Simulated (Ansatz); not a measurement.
Gas-phase electronic energies from Ansatz, PBE0-D4/def2-TZVP geometries. CCSD(T)/CBS adds triple-zeta CCSD(T) − MP2 to the extrapolated MP2 energy (def2 sets, frozen cores). DFT in def2-TZVPP. B3LYP here is the variant with VWN-RPA as its local correlation; programs differ in this. Each species was taken in one conformer, which may not be the lowest.

Reaction (ligand exchange at the Si–O bond): `CC(O)O[SiH3]` + `NB(N)O` → `NB(N)O[SiH3]` + `CC(O)O`

`CC(O)O[SiH3]`:

Z-matrix (Å, degrees):
```
C
C 1 1.507
H 1 1.091 2 110.5
H 1 1.091 2 109.2 3 -120.0
H 1 1.091 2 110.1 3 120.3
O 2 1.389 1 107.8 3 -179.7
O 2 1.414 1 111.4 3 61.2
H 2 1.104 1 110.6 3 -59.0
H 6 0.962 2 108.1 1 -175.8
Si 7 1.644 2 124.5 1 -86.8
H 10 1.480 7 106.4 2 -169.0
H 10 1.491 7 110.1 2 -49.1
H 10 1.488 7 112.0 2 71.1
```

`NB(N)O`:

Cartesian coordinates in Å:
```
N -0.056 0.467 -1.161
B 0.009 0.102 0.212
N 0.038 -1.252 0.623
O 0.048 1.049 1.220
H -0.080 1.416 -1.484
H -0.085 -0.205 -1.905
H 0.084 -1.496 1.595
H 0.014 -2.034 -0.002
H 0.029 1.952 0.902
```

`NB(N)O[SiH3]`:

Cartesian coordinates in Å:
```
N -1.150 0.800 -0.705
B -0.630 -0.416 -0.194
N -1.396 -1.603 -0.143
O 0.669 -0.484 0.284
Si 1.848 0.582 0.639
H -0.590 1.626 -0.808
H -2.075 0.889 -1.082
H -1.014 -2.449 0.239
H -2.338 -1.684 -0.475
H 1.696 1.843 -0.144
H 3.157 -0.032 0.304
H 1.823 0.926 2.085
```

`CC(O)O`:

```xyz
10

C    -1.043   -0.115   -0.358
C     0.447    0.050   -0.191
O     0.916   -1.083    0.490
O     0.791    1.230    0.484
H    -1.459    0.751   -0.874
H    -1.267   -1.016   -0.931
H    -1.517   -0.210    0.623
H     0.940    0.147   -1.167
H     1.867   -0.983    0.598
H     0.326    1.228    1.328
```

```json
{"level": "r2SCAN-D4", "ΔE (kcal/mol)": "-4.5", "difference from CCSD(T)/CBS": "-0.1"}
{"level": "PBE0-D4", "ΔE (kcal/mol)": "-4.5", "difference from CCSD(T)/CBS": "-0.1"}
{"level": "B3LYP-D4", "ΔE (kcal/mol)": "-4.5", "difference from CCSD(T)/CBS": "-0.1"}
{"level": "ωB97X-V", "ΔE (kcal/mol)": "-4.5", "difference from CCSD(T)/CBS": "-0.1"}
{"level": "r2SCAN", "ΔE (kcal/mol)": "-4.5", "difference from CCSD(T)/CBS": "-0.1"}
{"level": "B3LYP", "ΔE (kcal/mol)": "-4.7", "difference from CCSD(T)/CBS": "-0.3"}
{"level": "CCSD/def2-TZVPP", "ΔE (kcal/mol)": "-4.6", "difference from CCSD(T)/CBS": "-0.2"}
{"level": "HF/def2-QZVPP", "ΔE (kcal/mol)": "-5.1", "difference from CCSD(T)/CBS": "-0.7"}
{"level": "HF/CBS(def2)", "ΔE (kcal/mol)": "-5.1", "difference from CCSD(T)/CBS": "-0.7"}
{"level": "MP2/CBS(def2)", "ΔE (kcal/mol)": "-4.2", "difference from CCSD(T)/CBS": "0.2"}
{"level": "CCSD(T)/CBS", "ΔE (kcal/mol)": "-4.4", "difference from CCSD(T)/CBS": "0"}
```

Largest T1 diagnostic among the species: 0.011.
